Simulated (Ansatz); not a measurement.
Reaction (ligand exchange at a Ga–Se bond): `C[Se][GaH][Cl]` + `N=C=O` → `O=C=[N][GaH][Cl]` + `C[SeH]`

Calculated with Ansatz (gas phase, PBE0-D4/def2-TZVP geometries, no zero-point term in ΔE). CCSD(T)/CBS is the MP2 limit (def2-TZVPP, def2-QZVPP) plus CCSD(T) − MP2 in def2-TZVPP, frozen cores. This one scheme is used for every species. DFT in def2-TZVPP. B3LYP here is the variant with VWN-RPA as its local correlation; programs differ in this. For Ga, Se outer-core shells are correlated without core-valence functions, which leaves a few kJ/mol of doubt a bond. Scalar relativity is left out up to krypton. One conformer a species, not always the lowest.

`C[Se][GaH][Cl]`:

Z-matrix (Å, degrees):
```
C
Se 1 1.960
H 1 1.086 2 110.3
H 1 1.088 2 105.9 3 119.1
H 1 1.087 2 110.0 3 -121.9
Ga 2 2.300 1 99.6 3 54.5
Cl 6 2.153 2 115.6 1 -0.7
H 6 1.552 2 125.8 1 179.5
```

`N=C=O`:

Cartesian coordinates in Å:
```
N 0.356 0.663 -0.145
C -0.428 -0.232 0.069
O -1.282 -0.994 0.263
H 1.354 0.563 -0.187
```

`O=C=[N][GaH][Cl]`:

Cartesian coordinates in Å:
```
O 0.318 -2.186 1.715
C 0.407 -1.165 1.164
N 0.554 -0.090 0.642
Ga -0.089 0.963 -0.701
Cl -1.676 0.113 -1.842
H 0.486 2.365 -0.978
```

`C[SeH]`:

Z-matrix (Å, degrees):
```
C
Se 1 1.949
H 1 1.088 2 110.6
H 1 1.087 2 110.6 3 -123.3
H 1 1.089 2 106.0 3 118.4
H 2 1.468 1 95.4 3 61.7
```

| level | ΔE (kJ/mol) | difference from CCSD(T)/CBS |
| --- | --- | --- |
| r2SCAN-D4 | 32.0 | 4.2 |
| r2SCANh-D4 | 30.8 | 3.0 |
| CAM-B3LYP-D4 | 21.8 | -6.0 |
| B3LYP | 24.4 | -3.4 |
| BHLYP | 18.1 | -9.7 |
| HF/def2-SVP | -1.1 | -28.9 |
| CCSD(T)/def2-SVP | 12.5 | -15.3 |
| HF/def2-QZVPP | 3.2 | -24.6 |
| SCS-MP2/def2-QZVPP | 20.0 | -7.8 |
| CCSD/CBS(def2) | 24.5 | -3.3 |
| CCSD(T)/CBS | 27.8 | 0 |

Largest T1 diagnostic among the species: 0.018.

From BLYP to BHLYP (50 % exact exchange), in def2-TZVPP and without D4, ΔE moves by −9.3 kJ/mol. The D4 term adds +5.2 kJ/mol with B3LYP and +2.8 kJ/mol with PBE0; it sums over pairs of atoms, weighted by their polarisabilities, and B3LYP, whose exchange is more repulsive, gets the larger term. Leaving LDA and LC-ωPBE aside and taking each functional with its dispersion term where it has one, the values, not all of them listed here, spread over 16.9 kJ/mol, from CAM-B3LYP-D4 to PBE-D4. LDA lies +3.3 kJ/mol from PBE without D4.
